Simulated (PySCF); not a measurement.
**NaTl: frontier orbitals**

MN15 at R = 3.269 Å; PySCF, scalar-relativistic core potentials, basis sets Na aug-cc-pVDZ, Tl aug-cc-pVDZ-PP with ECP60. State: ¹Σ⁺ (singlet), closed shell. Only the outer orbitals are listed, counted within each symmetry, core potentials removing the inner ones.

| orbital | occ. | ε (eV) | on Na (%) | main shells (%) |
| --- | --- | --- | --- | --- |
| 1δ | 2 | -17.99 | 0 | 100 Tl d |
| 1δ | 2 | -17.99 | 0 | 100 Tl d |
| 3π | 2 | -17.69 | 0 | 100 Tl d |
| 3π | 2 | -17.69 | 0 | 100 Tl d |
| 6σ | 2 | -17.61 | 0 | 100 Tl d |
| 7σ | 2 | -11.38 | 5 | 95 Tl s |
| 8σ | 2 | -3.83 | 46 | 55 Tl p, 46 Na s |
| 4π | 0 | -1.33 | 14 | 86 Tl p, 12 Na p |
| 4π | 0 | -1.33 | 14 | 86 Tl p, 12 Na p |
| 9σ | 0 | -0.99 | 70 | 51 Na s, 27 Tl p, 19 Na p |

Task: Which are the highest filled and the lowest empty level, where do they sit, and how wide is the gap?

Result: Highest filled 8σ at -3.83 eV (in %: 55 Tl p, 46 Na s); lowest empty 4π at -1.33 eV (in %: 86 Tl p, 12 Na p); the gap at MN15 is 2.50 eV.

- bond order (Mayer): 1.07
- ⟨S²⟩: 0.000
- charge on Na (Mulliken, basis-dependent): -0.03
- charge on Na (Löwdin, basis-dependent): 0.13
- dipole moment (positive dipole means Na(−)Tl(+)): -1.14 D

Closed-shell solutions of metal pairs were not tested for spin polarisation, which can lower them a little. Spin–orbit coupling is left out, which matters for elements this heavy, above all for dissociation energies.
